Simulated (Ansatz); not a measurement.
Reaction (ligand exchange at the Si–C bond): `OC[SiH]1[SiH2][SiH2]1` + HCl → `Cl[SiH]1[SiH2][SiH2]1` + CH₃OH

Program: Ansatz. Geometries: PBE0-D4/def2-TZVP. ΔE: electronic, gas phase. CBS: MP2 limit from def2 TZ/QZ plus the TZ coupled-cluster correction, frozen cores. This one scheme is used for every species. DFT in def2-TZVPP. B3LYP here is the variant with VWN-RPA as its local correlation; programs differ in this. Each species was taken in one conformer, which may not be the lowest.

`OC[SiH]1[SiH2][SiH2]1`:

Z-matrix (Å, degrees):
```
C
Si 1 1.892
O 1 1.416 2 109.3
H 1 1.099 2 108.2 3 122.4
H 1 1.099 2 108.0 3 -122.0
Si 2 2.325 1 119.3 3 -82.0
Si 2 2.331 1 117.1 3 -151.3
H 2 1.485 1 114.2 3 65.2
H 3 0.961 1 108.6 2 -177.5
H 6 1.485 2 118.3 1 0.8
H 6 1.484 2 119.5 1 145.3
H 7 1.484 2 119.9 1 -141.2
H 7 1.486 2 118.1 1 2.6
```

HCl:

```xyz
2

Cl   -0.049    0.637   -0.019
H     0.049   -0.637    0.019
```

`Cl[SiH]1[SiH2][SiH2]1`:

```xyz
9

Cl    0.455    0.503    2.930
Si   -0.448   -0.160    1.207
Si   -0.416    1.057   -0.769
Si    0.756   -0.974   -0.602
H    -1.715   -0.863    1.523
H     0.470    2.246   -0.840
H    -1.656    1.209   -1.570
H     2.231   -0.803   -0.588
H     0.322   -2.215   -1.291
```

CH₃OH:

Cartesian coordinates in Å:
```
C -0.268 -0.199 -0.124
O 0.414 0.982 0.229
H -1.242 0.098 -0.513
H -0.433 -0.859 0.737
H 0.253 -0.766 -0.905
H 1.276 0.744 0.577
```

```tsv
level	ΔE (kcal/mol)
B97M-V	-25.4
r2SCANh-D4	-24.9
CAM-B3LYP-D4	-24.4
PBE	-24.1
revPBE	-24.8
PBE0	-24.7
B3LYP	-25.7
HF/def2-QZVPP	-28.2
```

(1) What does CCSD(T)/CBS give? (Best estimate.)

Largest T1 diagnostic among the species: 0.014.

Answers

(1) Ansatz gave: -24.2 kcal/mol. The listed levels differ from it by -1.2, -0.7, -0.2, 0.1, -0.6, -0.5, -1.5, -4.0 kcal/mol.

Leaving LDA and LC-ωPBE aside and taking each functional with its dispersion term where it has one, the values, not all of them listed here, spread over 2.6 kcal/mol, from BHLYP-D4 to revPBE-D4. LDA lies +2.1 kcal/mol from PBE without D4. In def2-TZVPP, CCSD(T) changes the Hartree–Fock value by +4.7 kcal/mol (the triples alone add +0.4 kcal/mol) and MP2 by +3.7 kcal/mol.
